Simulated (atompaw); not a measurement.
# What one change does to a pseudopotential (Hf, PAW (atompaw))

atompaw 4.2.0.5 input, output lines left out:

```
Hf 72
GGA-PBESOL scalarrelativistic loggrid 2001 logderivrange -4 5 226
6 6 5 4 0 0
6 0 0
6 1 0
5 2 1
0 0 0
c
c
c
c
c
v
c
c
c
c
v
c
c
v
c
2
3.00 2.60 2.80 1.75
y
1.15
n
y
-0.05
n
y
-1.4
n
custom polynom2 7 10 vanderbiltortho sinc
bessel
2.75
2.75
3.00
3.00
3.00
3.00
```

All-electron outer shells of the reference configuration (PBEsol, scalar-relativistic, ld1.x):

```csv
shell,level (eV),outermost node (bohr),outermost maximum (bohr)
4f,-44.19,–,0.45
5d,-27.10,0.66,1.57
6s,-25.76,1.34,2.52
6p,-19.07,1.58,3.08
```

Change: all radii scaled by about 1.15 (s 3.18, p 3.46, d 3.46 bohr); local potential bessel scheme, radius 3.24 bohr; augmentation sinc compensation charge, radius 3.00 bohr; PAW radius 3.46 bohr; waves and projectors: custom polynom2 7 10 vanderbiltortho; core correction smooth core density matched at 2.02 bohr.

Cutoffs: the cutoffs (Ry, on a coarse ladder) from which the occupation-weighted sum of valence levels, in a spherical-Bessel basis at the reference potential, stays within 10 and 1 mRy of its value at 400 Ry; they do not see the model core or the augmentation charge, which bear on the density cutoff.

Q: What does the change do?

A: The potential gets softer (12 Ry and 30 Ry → 8 Ry and 18 Ry); neither file shows a bound ghost. A larger radius leaves more room for a smooth pseudo-wave, so fewer plane waves are needed.

```csv
quantity,base,changed
"cutoff, loose",12 Ry,8 Ry
"cutoff, tight",30 Ry,18 Ry
bound ghosts,none,none
lowest overlap eigenvalue by channel,"s 0.73, p 0.88, d 0.91","s 0.69, p 0.87, d 0.93"
```

 The cutoffs see the waves, projectors and local potential, not the compensation charge or the core.
